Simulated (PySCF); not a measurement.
C7H11PS.
SMILES with atom numbers: `[CH3:1][C@H:2]1[CH:3]=[CH:4][P@@:5]([CH3:6])(=[S:7])[CH:8]=[CH:9]1` (hydrogens: H10, H11, H12 on C1; H13 on C2; H14 on C3; H15 on C4; H16, H17, H18 on C6; H19 on C8; H20 on C9)

The same species was optimised twice, with GFN2-xTB and with PBE0-D3(BJ)/def2-SVP (PySCF), and the same property calculations (PySCF, gas phase) were run on both structures.

```json
{"coordinate": "P5–C6 (Å)", "GFN2-xTB": "1.834", "PBE0-D3(BJ)/def2-SVP": "1.821", "change": "-0.013"}
{"coordinate": "C3=C4 (Å)", "GFN2-xTB": "1.327", "PBE0-D3(BJ)/def2-SVP": "1.338", "change": "+0.011"}
{"coordinate": "C8=C9 (Å)", "GFN2-xTB": "1.327", "PBE0-D3(BJ)/def2-SVP": "1.338", "change": "+0.011"}
{"coordinate": "C1–C2 (Å)", "GFN2-xTB": "1.542", "PBE0-D3(BJ)/def2-SVP": "1.536", "change": "-0.006"}
{"coordinate": "P5=S7 (Å)", "GFN2-xTB": "1.948", "PBE0-D3(BJ)/def2-SVP": "1.950", "change": "+0.002"}
{"coordinate": "P5–C8 (Å)", "GFN2-xTB": "1.802", "PBE0-D3(BJ)/def2-SVP": "1.800", "change": "-0.002"}
{"coordinate": "C4–P5 (Å)", "GFN2-xTB": "1.802", "PBE0-D3(BJ)/def2-SVP": "1.800", "change": "-0.002"}
{"coordinate": "C2–C9 (Å)", "GFN2-xTB": "1.498", "PBE0-D3(BJ)/def2-SVP": "1.498", "change": "0.000"}
{"coordinate": "C2–C3 (Å)", "GFN2-xTB": "1.498", "PBE0-D3(BJ)/def2-SVP": "1.498", "change": "0.000"}
{"coordinate": "P5–C8–C9 (°)", "GFN2-xTB": "120.7", "PBE0-D3(BJ)/def2-SVP": "123.7", "change": "+3.0"}
{"coordinate": "C3–C4–P5 (°)", "GFN2-xTB": "120.7", "PBE0-D3(BJ)/def2-SVP": "123.7", "change": "+3.0"}
{"coordinate": "C2–C3–C4 (°)", "GFN2-xTB": "125.0", "PBE0-D3(BJ)/def2-SVP": "127.2", "change": "+2.2"}
{"coordinate": "C2–C9–C8 (°)", "GFN2-xTB": "125.0", "PBE0-D3(BJ)/def2-SVP": "127.2", "change": "+2.2"}
{"coordinate": "C1–C2–C9 (°)", "GFN2-xTB": "108.1", "PBE0-D3(BJ)/def2-SVP": "110.3", "change": "+2.2"}
{"coordinate": "C1–C2–C3 (°)", "GFN2-xTB": "108.2", "PBE0-D3(BJ)/def2-SVP": "110.2", "change": "+2.0"}
{"coordinate": "C3–C2–C9 (°)", "GFN2-xTB": "114.9", "PBE0-D3(BJ)/def2-SVP": "116.1", "change": "+1.2"}
{"coordinate": "C4–P5–C8 (°)", "GFN2-xTB": "100.8", "PBE0-D3(BJ)/def2-SVP": "101.6", "change": "+0.8"}
```

Rotational constants: A = 1819, B = 973.5, C = 869.3 MHz (GFN2-xTB) against A = 2067, B = 790.2, C = 760.6 MHz (PBE0-D3(BJ)/def2-SVP). Some torsions differ by more than 30° (C1–C2–C3–C4 93° against 123°; C1–C2–C9–C8 -93° against -123°), so the changes below aren't those of bond lengths and angles alone. Point groups within 0.08 Å: Cs and Cs. Atoms that the bonding makes alike are paired by their places after alignment.

On the GFN2-xTB structure: HOMO (eV) -6.22 [PBE0/pcSseg-1]; LUMO (eV) -0.91 [PBE0/pcSseg-1]; dipole (D) 4.74 [PBE0/pcSseg-1]; GIAO shielding of C1 (ppm) 165.8 [PBE0/pcSseg-1]; GIAO shielding of C2 (ppm) 147.1 [PBE0/pcSseg-1]; GIAO shielding of C3/C9 (mean) (ppm) 30.3 [PBE0/pcSseg-1]; GIAO shielding of C4/C8 (mean) (ppm) 53.3 [PBE0/pcSseg-1]; GIAO shielding of P5 (ppm) 333.6 [PBE0/pcSseg-1]; GIAO shielding of C6 (ppm) 160.2 [PBE0/pcSseg-1]; GIAO shielding of S7 (ppm) 679.0 [PBE0/pcSseg-1].

Question: What do these properties become on the PBE0-D3(BJ)/def2-SVP structure?

Answer: 
```csv
property,level,on GFN2-xTB,on PBE0-D3(BJ)/def2-SVP,change
HOMO (eV),PBE0/pcSseg-1,-6.22,-6.17,+0.05
LUMO (eV),PBE0/pcSseg-1,-0.91,-0.75,+0.16
dipole (D),PBE0/pcSseg-1,4.74,5.52,+0.78
"energy, GFN2-xTB geometry as zero (kcal/mol)",PBE0/pcSseg-1,0.0,-2.2,-2.2
GIAO shielding of C1 (ppm),PBE0/pcSseg-1,165.8,163.2,-2.6
GIAO shielding of C2 (ppm),PBE0/pcSseg-1,147.1,147.1,0.0
GIAO shielding of C3/C9 (mean) (ppm),PBE0/pcSseg-1,30.3,33.7,+3.4
GIAO shielding of C4/C8 (mean) (ppm),PBE0/pcSseg-1,53.3,52.8,-0.5
GIAO shielding of P5 (ppm),PBE0/pcSseg-1,333.6,333.7,+0.1
GIAO shielding of C6 (ppm),PBE0/pcSseg-1,160.2,155.6,-4.6
GIAO shielding of S7 (ppm),PBE0/pcSseg-1,679.0,677.3,-1.7
```

The heavy atoms differ by 0.411 Å rms after alignment (one structure mirrored). Among bonds between heavy atoms P5–C6 changes most (-0.013 Å). Changes are differences of the printed values. Neither structure is proved a minimum here.
